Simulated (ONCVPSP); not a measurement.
## LDA (Perdew-Wang 92) ONCV dataset for Ir (Z = 77), scalar-relativistic all-electron reference.

Ir (Z = 77), optimised norm-conserving Vanderbilt (ONCV), made with ONCVPSP 4.0.1 (LDA (Perdew-Wang 92), scalar-relativistic). Core [Kr] 4d10 4f14, reference 5s2 5p6 5d7 (charge +2). Waves: 5s: rc 1.15 bohr, ncon 3, nbas 7, qcut 5.7 1/bohr, 1 projector; 5p: rc 1.70 bohr, ncon 4, nbas 9, qcut 9.4 1/bohr, 2 projectors, debl 1.4 Ha; 5d: rc 1.70 bohr, ncon 3, nbas 8, qcut 5.3 1/bohr, 2 projectors, debl 1.8 Ha; f scattering state at 0.16 Ha: rc 1.40 bohr, ncon 3, nbas 7, qcut 8.5 1/bohr, 1 projector. Local part: polynomial inside 0.70 bohr (lpopt 5, dvloc0 0 Ha). Core correction: Teter function, fcfact 1.75, rcfact 1.25.

In the p channel the program set the typed energies aside and used -2.673, 0.250 Ha.

All-electron outer shells of the reference configuration (LDA (PZ), scalar-relativistic, ld1.x):

```json
{"shell": "4f", "level (eV)": "-80.33", "outermost node (bohr)": "–", "outermost maximum (bohr)": "0.39"}
{"shell": "5p", "level (eV)": "-72.73", "outermost node (bohr)": "0.54", "outermost maximum (bohr)": "1.01"}
{"shell": "5d", "level (eV)": "-24.71", "outermost node (bohr)": "0.59", "outermost maximum (bohr)": "1.29"}
```

What does a ghost test show?

Ghosts flagged at negative energy: s at -549.1 eV, d at -510.4 eV, p at -31.0 eV; no localised positive-energy state flagged. A true bound ghost makes a file unfit for plane-wave use.

Its largest configuration-test error is -6.4 meV (5s2 5p6 5d6). 2 of 4 tests not solved or not reliable.
